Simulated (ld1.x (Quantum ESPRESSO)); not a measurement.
## What one change does to a pseudopotential (tin (Sn), TM)

```json
{
  "Element": "tin (Sn)",
  "Generator": "ld1.x (Quantum ESPRESSO) 7.5",
  "Type": "norm-conserving Troullier–Martins (Kleinman–Bylander form)",
  "Functional": "PBE",
  "Relativity": "scalar-relativistic",
  "Frozen core": "[Kr] 4d10",
  "Valence charge": "4",
  "Reference configuration": "5s2 5p1 (charge +1)",
  "Partial waves": "5s (bound): rc 1.70 bohr; 5p (bound): rc 2.05 bohr; 5d channel at 0.05 Ry: rc 2.00 bohr",
  "Local potential": "all-electron potential smoothed inside 1.55 bohr (lloc = -2)",
  "Core correction": "a·sin(br)/r model core, default radius (core density twice the valence density)"
}
```

Change: local potential all-electron potential smoothed inside 2.10 bohr (lloc = -2).

Cutoffs: the cutoffs (Ry, on a coarse ladder) from which the occupation-weighted sum of valence levels, in a spherical-Bessel basis at the reference potential, stays within 10 and 1 mRy of its value at 400 Ry; they do not see the model core or the augmentation charge, which bear on the density cutoff. Errors are all-electron minus pseudo energies relative to the spin-unpolarised reference configuration.

Task: Predict the effect on cutoff, ghosts and configuration errors.

Result: The potential gets neither clearly harder nor softer (25 Ry and 55 Ry → 25 Ry and 55 Ry); the bound ghosts move from d, s to d; of the 7 tests that both files solve, the error grows in 4 and shrinks in 0 by more than 15 % and 0.3 meV (median size 13.7 → 16.4 meV). In the separable form a ghost depends on how the local part lies against the semilocal potential of the channel, so the choice of the local part can create or remove one.

```csv
quantity,base,changed
"cutoff, loose",25 Ry,25 Ry
"cutoff, tight",55 Ry,55 Ry
loose cutoff by channel (10 mRy a level),"s 12 Ry, p 6 Ry","s 21 Ry, p 6 Ry"
bound ghosts,"d, s",d
"error for 5s2 5p2, meV [ΔE -6.87 eV]",-0.9,-3.5
"error for 5s2 5p0, meV [ΔE 13.95 eV]",-18,-26
"error for 5s1 5p0, meV [ΔE 44.92 eV]",-170,-235
"error for 5s0 5p4, meV [ΔE 7.31 eV]",-42,-43
"error for 5s2 5p1.5, meV [ΔE -4.26 eV]",-0.2,-1.1
"error for 5s1 5p3, meV [ΔE 0.10 eV]",-7.4,-7.6
"error for 5s1 5p2, meV [ΔE 7.65 eV]",-14,-16
```

 A true bound ghost makes a file unfit for plane-wave use even where its test errors are small: the radial tests pick states by their node count and pass the ghost by.
